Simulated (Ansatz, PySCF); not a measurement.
Gas-phase reaction in SMILES: Cc1ccc(C)[nH]1 -> [CH2]c1ccc(C)[nH]1 + H atom (the C-H bond at the site shown breaks; other sites are not compared here)
Each molecule is optimised on its own at B3LYP-D3(BJ)/def2-TZVP (Ansatz, a first-principles code), one conformer each, not searched for the lowest. Frequencies are from Ansatz or PySCF. Markedly spin-contaminated UHF reference, which strains HF, MP2 and, less, CCSD(T): [CH2]c1ccc(C)[nH]1.

Quantity: bond dissociation energy (enthalpy at 298 K, with B3LYP-D3(BJ) rigid-rotor harmonic-oscillator terms), in kcal/mol. Valence correlation only, unless marked. UHF or UKS for open shells. Spin-orbit coupling is left out. Non-relativistic. 

| level | program | bond dissociation energy (kcal/mol) |
|---|---|---|
| HF/STO-3G | Ansatz | 82.5 |
| HF/cc-pVTZ | Ansatz | 59.5 |
| BLYP-D4/def2-TZVPD | Ansatz + dftd4 | 79.8 |
| PBE0-D4/def2-TZVP | Ansatz + dftd4 | 81.9 |
| r2SCANh-D4/def2-TZVPD | Ansatz + dftd4 | 80.3 |
| r2SCANh/def2-TZVPD | Ansatz | 80.2 |
| r2SCAN0-D4/def2-TZVPD | Ansatz + dftd4 | 80.7 |
| CAM-B3LYP-D4/def2-TZVPD | Ansatz + dftd4 | 84.0 |
| wB97M-V/def2-TZVPD | Ansatz | 85.8 |
| B2GP-PLYP-D4/def2-TZVPD | Ansatz + dftd4 | 85.5 |
| B2PLYP-D3(BJ)/def2-TZVPD | Ansatz + dftd3 | 84.3 |
| SCS-MP2/cc-pVDZ | Ansatz | 95.1 |
| CCSD/cc-pVTZ | Ansatz | 85.8 |
| CCSD(T)/cc-pVDZ | Ansatz | 84.2 |
